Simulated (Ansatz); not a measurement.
Ansatz (a first-principles code) input (X2C-CCSD(T)/cc-pVTZ-DK):

Ansatz 0.2 input:
```yaml
crystal:
  periodic: [false, false, false]
  atoms:
    - {symbol: C, position_ang: [2.12590234, 0.21575327, -0.52989121]}
    - {symbol: C, position_ang: [1.27305339, 0.37354648, 0.68666442]}
    - {symbol: C, position_ang: [-0.09644029, 0.15763391, 0.71202400]}
    - {symbol: C, position_ang: [-0.87867662, -0.22878443, -0.35497073]}
    - {symbol: C, position_ang: [-2.35038531, -0.44791663, -0.27651319]}
    - {symbol: H, position_ang: [1.78816592, 0.86181459, -1.34753929]}
    - {symbol: H, position_ang: [3.16633996, 0.46178038, -0.32093115]}
    - {symbol: H, position_ang: [2.09755043, -0.81035916, -0.91344511]}
    - {symbol: H, position_ang: [1.75691951, 0.67331194, 1.60767642]}
    - {symbol: H, position_ang: [-0.59932997, 0.30743240, 1.66435544]}
    - {symbol: H, position_ang: [-0.41016408, -0.38798959, -1.32057464]}
    - {symbol: H, position_ang: [-2.89142970, 0.20930104, -0.96641519]}
    - {symbol: H, position_ang: [-2.61925377, -1.47242836, -0.55705045]}
    - {symbol: H, position_ang: [-2.72951925, -0.26425903, 0.73004419]}
basis:
  gaussian:
    orbitals: cc-pVTZ-DK
magnetization: {spin_polarized: true, initial_magnetization: 1}
correlation: {method: ccsd_t, electrons: outside_noble_gas}
```

End of the output:

```
integrals: 3.49 GiB planned
1553 factors; integrals over basis functions are off by at most 1.0e-3 eV
1.25 GiB of device memory are held for the factors and their scratch space
mean field: 1.34 GiB planned
mean field evaluation 1: about -5293.2867 eV, gradient 2.5e1 eV
mean field evaluation 2: about -5293.2878 eV, gradient 2.5e1 eV
mean field evaluation 4: about -5297.3969 eV, gradient 3.4e0 eV
mean field evaluation 8: about -5297.6468 eV, gradient 1.1e-1 eV
mean field evaluation 16: about -5297.3988 eV, gradient 3.4e0 eV
mean field -5297.64647127 eV, -194.6849169454 hartree, gradient 2.9e-6 eV, S^2 0.947301; 0 other end points of the search recorded, 0 dependent functions left out
5 core orbitals not correlated
reference -5297.64647127 eV, -194.6849169454 hartree; 15, 14 occupied and 256, 257 virtual orbitals, 1553 factors
second order -21.96751567 eV of doubles, -0.00000000 eV of singles
coupled cluster: 30.90 GiB planned
cycle   1  -22.88774143 eV  change   -9.2e-1 eV  update   1.1e-1
cycle   2  -23.51739015 eV  change   -6.3e-1 eV  update   4.0e-2
cycle   3  -23.67455740 eV  change   -1.6e-1 eV  update   2.6e-2
cycle   4  -23.67942942 eV  change   -4.9e-3 eV  update   1.3e-2
cycle   5  -23.68312140 eV  change   -3.7e-3 eV  update   4.2e-3
cycle   6  -23.68433919 eV  change   -1.2e-3 eV  update   1.3e-3
cycle   7  -23.68423361 eV  change    1.1e-4 eV  update   4.0e-4
cycle   8  -23.68436368 eV  change   -1.3e-4 eV  update   1.7e-4
cycle   9  -23.68437618 eV  change   -1.2e-5 eV  update   6.2e-5
cycle  10  -23.68434433 eV  change    3.2e-5 eV  update   3.2e-5
coupled cluster: 30.90 GiB planned
perturbative correction -0.99035508 eV, -0.0363948781 hartree
Total energy: -5322.32117069 eV, -195.5916954240 hartree
Relativity: scalar
```

It need not be the lowest isomer of its formula.

The determinant is spin-contaminated: <S^2> is 0.95 against 0.75 for a pure state.
